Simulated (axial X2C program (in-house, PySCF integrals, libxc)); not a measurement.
GeTe: computed against measured constants

Computed with an axial X2C code built on PySCF integrals. Spin-free means the one-electron spin-free X2C Hamiltonian; two-component (2c) means X2C with spin–orbit coupling and atomic mean-field two-electron Coulomb and Gaunt terms, so the difference of the two also holds small scalar two-electron terms. Basis: Te dyall-cv3z [11s12p8d4f1g], Ge dyall-cv3z [9s9p7d4f1g] (cores contracted in-house); Gaussian nuclei, density fitting, unrestricted open shells. Masses: Te 129.906 u, Ge 73.921 u.

| Hamiltonian | level | Re (Å) | ωe (cm⁻¹) | ωexe (cm⁻¹) | De (eV) |
| --- | --- | --- | --- | --- | --- |
| spin-free | PBE0 | 2.336 | 332.5 | 0.529 | 4.34 |
| spin-free | HF | 2.323 | 351.4 | 0.505 | 2.07 |
| spin-free | MP2 | 2.360 | 326.7 | 0.47 | 4.28 |
| spin-free | CCSD | 2.351 | 332.8 | 0.52 | 3.89 |
| spin-free | CCSD(T) | 2.369 | 317.4 | 0.595 | 4.19 |
| spin-free | M06 | 2.355 | 325.2 | 0.545 | 4.54 |
| 2c | PBE0 | 2.340 | 329.7 | 0.543 | n/a |
| 2c | HF | 2.328 | 347.4 | 0.531 | n/a |
| 2c | CCSD | 2.355 | 329.6 | 0.549 | n/a |
| 2c | CCSD(T) | 2.372 | 315.8 | 0.591 | n/a |
| 2c | M06 | 2.359 | 322.0 | 0.563 | n/a |

De refers to Te + Ge.

Correlated methods: 10 electrons correlated (number of frozen shells: Te 4 s, 3 p, 2 d; Ge 3 s, 2 p, 1 d), 284 virtual spin orbitals or spinors in MP2, 110 natural virtuals in coupled cluster.

Measured (Huber and Herzberg, Constants of Diatomic Molecules, 1979; state 1Σ+): Re (Å) 2.34016, ωe (cm⁻¹) 323.9, ωexe (cm⁻¹) 0.75.

**Question.** Work out the error of each level, computed minus measured.

**Answer.** 

```csv
Hamiltonian,level,Re (Å),ωe (cm⁻¹),ωexe (cm⁻¹)
spin-free,PBE0,-0.004,8.6,-0.22
spin-free,HF,-0.017,27.5,-0.24
spin-free,MP2,0.020,2.8,-0.28
spin-free,CCSD,0.011,8.9,-0.23
spin-free,CCSD(T),0.029,-6.5,-0.16
spin-free,M06,0.015,1.3,-0.20
2c,PBE0,0.000,5.8,-0.21
2c,HF,-0.012,23.5,-0.22
2c,CCSD,0.015,5.7,-0.20
2c,CCSD(T),0.032,-8.1,-0.16
2c,M06,0.019,-1.9,-0.19
```

The state is one determinant whose occupation by symmetry is held fixed; it was picked as the lowest of a PBE0 search that is not exhaustive. Closed shells are restricted here (equal orbitals for both partners); the stretched side of such a curve lies too high. De is counted from the lowest determinant-based energies of the atoms at the same level, without counterpoise correction. De is not given where an atomic determinant may have missed its ground term or J level, or where the truncated virtual space spoils (T). Coupled cluster ran in a truncated set of natural virtual spinors; the MP2 energy of the rest was added. (T) has no such correction and the atoms are truncated less, which lowers De at CCSD(T) by a hundredth of an eV or more. The functionals have no current-density term, which raises determinants with orbital currents, atoms included. The T1 diagnostic is large, a sign of multireference character. With the outer-core shells frozen, correlated bond lengths of heavy atoms tend to come out a few hundredths of an ångström too long.
